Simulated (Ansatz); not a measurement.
`CC1=N[SiH2]1` + H₂S → `SC1=N[SiH2]1` + CH₄  (substitution at a C–C bond)

Computed with Ansatz on PBE0-D4/def2-TZVP structures; ΔE is electronic, products minus reactants. CCSD(T)/CBS is the MP2 limit (def2-TZVPP, def2-QZVPP) plus CCSD(T) − MP2 in def2-TZVPP, frozen cores. This one scheme is used for every species. Functionals use def2-TZVPP. One conformer a species, not always the lowest.

| level | ΔE (kJ/mol) |
| --- | --- |
| PBE0-D4 | -13.8 |
| MP2/def2-QZVPP | -14.5 |
| SCS-MP2/def2-QZVPP | -11.2 |
| CCSD/CBS(def2) | -4.8 |

(1) What does CCSD(T)/CBS give? (Estimate.)

Largest T1 diagnostic among the species: 0.016.

## Answers

(1) Ansatz gave: -8.5 kJ/mol. The listed levels differ from it by -5.3, -6.0, -2.7, 3.7 kJ/mol.

In def2-TZVPP, CCSD(T) changes the Hartree–Fock value by −8.5 kJ/mol (the triples alone add −3.7 kJ/mol) and MP2 by −15.2 kJ/mol. At CCSD(T), def2-SVP lies +4.7 kJ/mol from the extrapolated value and def2-TZVPP +0.8 kJ/mol. Leaving LDA and LC-ωPBE aside and taking each functional with its dispersion term where it has one, the values, not all of them listed here, spread over 13.1 kJ/mol, from revPBE-D4 to ωB97X-V. LDA lies +3.1 kJ/mol from PBE without D4.
